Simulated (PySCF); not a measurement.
C7H7NO.
SMILES with atom numbers: `[NH2:1][C:2](=[O:3])[C:4]1=[CH:5][C@@H:6]2[C@@H:7]3[C@H:8]1[C@H:9]23` (hydrogens: H10, H11 on N1; H12 on C5; H13 on C6; H14 on C7; H15 on C8; H16 on C9)

Cartesian coordinates in Å at the GFN2-xTB level; atoms count from 1:
```xyz
16
C7H7NO angstrom
N      2.7933    0.5688   -0.1195
C      1.8295   -0.3756   -0.2841
O      2.0999   -1.5241   -0.5748
C      0.4524    0.0992   -0.0891
C     -0.0719    1.3245    0.0652
C     -1.5344    1.1208    0.2014
C     -1.7823   -0.2311    0.8491
C     -0.7179   -0.8280   -0.0462
C     -1.9357   -0.1114   -0.5897
H      3.7557    0.2951   -0.2229
H      2.5804    1.5045    0.1703
H      0.3994    2.2888    0.0795
H     -2.2147    1.9477    0.3414
H     -2.3827   -0.5781    1.6627
H     -0.5787   -1.8915   -0.1513
H     -2.6999   -0.3332   -1.3034
```

Vertical excitations from PySCF (density fitting, frozen core in the response, grid level 2 and gas phase unless stated; continuum runs use non-equilibrium linear response for the excitations) on a GFN2-xTB geometry. Reference run:

```tsv
settings	S1, eV (f)	S2, eV (f)	S3, eV (f)	S4, eV (f)	S5, eV (f)	S6, eV (f)	T1, eV (Tamm–Dancoff)	mean α (au)
PBE0/def2-SVPD, full TDDFT, 6 singlets	4.58 (0.002)	4.83 (0.122)	5.46 (0.000)	5.80 (0.059)	6.29 (0.006)	6.73 (0.100)	3.04	83.9
```

Question: What do these settings give: (1) BLYP/def2-SVP, fitting basis def2-qzvpp-jkfit, TDA, 12 singlets; (2) HF/pcSseg-0, start guess atom, fitting basis def2-universal-jkfit, CIS, 6 singlets?

Answer: 
```csv
settings,"S1, eV (f)","S2, eV (f)","S3, eV (f)","S4, eV (f)","S5, eV (f)","S6, eV (f)","T1, eV (Tamm–Dancoff)",mean α (au)
"BLYP/def2-SVP, fitting basis def2-qzvpp-jkfit, TDA, 12 singlets",3.80 (0.001),4.79 (0.060),4.94 (0.000),5.13 (0.117),6.05 (0.014),6.13 (0.027),3.12,75.0
"HF/pcSseg-0, start guess atom, fitting basis def2-universal-jkfit, CIS, 6 singlets",6.03 (0.076),6.11 (0.148),7.36 (0.001),8.34 (0.137),9.05 (0.156),9.08 (0.045),2.75,62.1
```

(1) S1 moves by -0.78 eV; functional, basis and response scheme change together, so the shift can't be laid on one. (2) S1 moves by +1.45 eV; functional, basis and response scheme change together, so the shift can't be laid on one. States are counted by energy in each run and needn't keep their character from row to row.

Question: Which orbital pairs make up S1 in each run, and how does it sit against the orbital gap?

Answer: 
| settings | S1 configurations (weight) | S1 (eV) | orbital gap (eV) | S1 − gap (eV) |
| --- | --- | --- | --- | --- |
| PBE0/def2-SVPD, full TDDFT, 6 singlets | H−1→L 0.94 | 4.58 | 5.62 | -1.04 |
| BLYP/def2-SVP, fitting basis def2-qzvpp-jkfit, TDA, 12 singlets | H→L 0.83, H−1→L 0.17 | 3.80 | 3.65 | +0.15 |
| HF/pcSseg-0, start guess atom, fitting basis def2-universal-jkfit, CIS, 6 singlets | H−3→L 0.46, H→L 0.32 | 6.03 | 12.11 | -6.08 |

One conformer stands for the species.
